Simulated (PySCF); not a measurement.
Computed shifts of a molecule C₅H₁₂, PBE/pcSseg-1 (PySCF), GIAO, gas phase, equivalent atoms averaged, in ppm (number of nuclei): ¹³C: 40.6 (1), 29.8 (1), 28.2 (1), 19.5 (1), 17.2 (1). ¹H: 1.92 (1), 1.88 (1), 1.73 (1), 1.59 (1), 1.38 (1), 1.28 (6), 1.22 (1). References: ¹³C against TMS (σ = 182.0 ppm); ¹H against TMS (σ = 31.49 ppm), references at their B3LYP-D3(BJ)/def2-TZVP geometries, non-relativistic. Geometry optimised at B3LYP-D3(BJ)/def2-SVP. The values are those of a single conformer.

Q: Pick the molecule that these values belong to.
A. CC(C)(C)C
B. CCC(C)C
C. CCCCC

A: C, CCCCC
